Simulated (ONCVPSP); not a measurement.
# Before and after: ONCV potential for tellurium (Te)

```json
{"Element": "tellurium (Te)", "Generator": "ONCVPSP 4.0.1", "Type": "optimised norm-conserving Vanderbilt (ONCV)", "Functional": "LDA (Perdew-Zunger)", "Relativity": "scalar-relativistic", "Frozen core": "[Ar] 3d10", "Valence charge": "24", "Reference configuration": "4s2 4p6 4d10 5s1 5p5", "Partial waves": "4s+5s: rc 1.00 bohr, ncon 4, nbas 7, qcut 10.8 1/bohr, 2 projectors; 4p+5p: rc 1.15 bohr, ncon 4, nbas 8, qcut 13 1/bohr, 2 projectors; 4d: rc 1.35 bohr, ncon 4, nbas 9, qcut 14 1/bohr, 2 projectors, debl 0.7 Ha", "Local potential": "polynomial inside 0.75 bohr (lpopt 5, dvloc0 3 Ha)", "Core correction": "polynomial model core, fcfact 0.65"}
```

In the d channel the program set the typed energies aside and used -1.581, 0.250 Ha.

All-electron outer shells of the reference configuration (LDA (Perdew-Zunger), scalar-relativistic, ld1.x):

```json
{"shell": "3p", "level (eV)": "-804.89", "outermost node (bohr)": "0.13", "outermost maximum (bohr)": "0.29"}
{"shell": "3d", "level (eV)": "-561.72", "outermost node (bohr)": "–", "outermost maximum (bohr)": "0.24"}
{"shell": "4s", "level (eV)": "-165.39", "outermost node (bohr)": "0.38", "outermost maximum (bohr)": "0.70"}
{"shell": "4p", "level (eV)": "-115.58", "outermost node (bohr)": "0.38", "outermost maximum (bohr)": "0.74"}
{"shell": "4d", "level (eV)": "-43.03", "outermost node (bohr)": "0.36", "outermost maximum (bohr)": "0.81"}
{"shell": "5s", "level (eV)": "-16.12", "outermost node (bohr)": "0.91", "outermost maximum (bohr)": "1.77"}
{"shell": "5p", "level (eV)": "-6.66", "outermost node (bohr)": "1.00", "outermost maximum (bohr)": "2.14"}
```

Change: p: rc 1.46.

Cutoffs: the cutoffs (Ha) at which the residual kinetic energy of the hardest occupied pseudo-wave falls to 1 and 0.1 mHa per electron; they do not see the model core or the augmentation charge, which bear on the density cutoff. Errors are all-electron minus pseudo energies relative to the spin-unpolarised reference configuration.

Problem. Predict the effect on cutoff, ghosts and configuration errors.

Solution. The potential gets neither clearly harder nor softer (56 Ha and 71 Ha → 55 Ha and 71 Ha); the d channel sets the loose cutoff, while the largest relative change is in p, which becomes softer; of the 4 tests that both files solve, the error grows in 3 and shrinks in 0 by more than 15 % and 0.3 meV (median size 3.8 → 5.2 meV); neither file shows a bound ghost. More of the atom is replaced by a form fitted at one configuration, so other configurations suffer.

```tsv
quantity	base	changed
cutoff, loose	56 Ha	55 Ha
cutoff, tight	71 Ha	71 Ha
loose cutoff by channel	s 52 Ha, p 56 Ha, d 55 Ha	s 52 Ha, p 40 Ha, d 55 Ha
bound ghosts	none	none
GHOST(+) flags under 300 eV	s at 208.5 eV	s at 208.5 eV
error for 4s2 4p6 4d10 5s2 5p4, meV [ΔE -9.35 eV]	0.0	-0.3
error for 4s2 4p6 4d10 5s2 5p3, meV [ΔE 0.56 eV]	-1.9	-2.7
error for 4s2 4p6 4d10 5s2 5p2, meV [ΔE 18.74 eV]	-5.7	-7.7
error for 4s2 4p6 4d10 5s2 5p1, meV [ΔE 45.97 eV]	-12	-16
s: phases at 1.02 bohr within 0.05 rad from the reference energy up to (Ha; the scan ends near 5)	to the end of the scan	to the end of the scan
d: phases at 1.37 bohr within 0.05 rad from the reference energy up to (Ha; the scan ends near 5)	to the end of the scan	to the end of the scan
rms error of d²Exc/dni dnj with the model core, mHa	0.42	0.44
```
